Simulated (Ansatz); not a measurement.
System: C$_{2}$H$_{8}$N$_{2}$, charge 0, singlet. C2H8N2 (ethane-1,2-diamine, SMILES NCCN).
B3LYP-D3(BJ)/def2-TZVP minimum from Ansatz (a first-principles code):
```xyz
12

N      1.8004     0.4329    -0.2539
C      0.5735     0.1334     0.4836
C     -0.5515    -0.2148    -0.4799
N     -1.7787    -0.5130     0.2575
H      2.5813     0.5552     0.3786
H      1.7040     1.2957    -0.7773
H      0.2389     0.9548     1.1379
H      0.7571    -0.7273     1.1290
H     -0.2619    -1.1016    -1.0463
H     -0.6612     0.6050    -1.2084
H     -2.5003    -0.8544    -0.3651
H     -2.1418     0.3214     0.7042
```

Wanted: atomisation energy (electronic, to ground-state atoms), in kJ/mol. UHF or UKS for unpaired electrons; spin-orbit terms are left out. CBS(X,Y): correlation extrapolated as X^-3, Hartree-Fock from the larger set. A bracket is a step between two methods taken in the basis named. Functionals run without relativity, which enters their misses. Double hybrids freeze cores in their MP2 part. '+ core + X2C': CCSD(T) terms for core correlation (cc-pwCVTZ) and scalar relativity (cc-pVTZ-DK). For partners of very few electrons the exact lower level stands in for a higher one.

CCSD(T)/CBS(cc-pVTZ,cc-pVQZ) + [CCSDT(Q) - CCSD(T)]/cc-pVDZ + core + X2C (Ansatz) gives 4372.5 kJ/mol.

Problem. What does PBE/def2-TZVPD (Ansatz) give here, and how do the other levels compare?

Solution. PBE gives 4446.6 kJ/mol, 74.1 kJ/mol above it. Differences of the others: B3LYP/def2-TZVPD (Ansatz) -15.9; PBE0/def2-TZVPD (Ansatz) -8.2; B2PLYP/def2-TZVPD (Ansatz) -62.9; CCSD(T)/CBS(cc-pVTZ,cc-pVQZ) + core + X2C (Ansatz) -2.9 kJ/mol. Nearer than PBE: B3LYP/def2-TZVPD, PBE0/def2-TZVPD, B2PLYP/def2-TZVPD, CCSD(T)/CBS(cc-pVTZ,cc-pVQZ) + core + X2C.
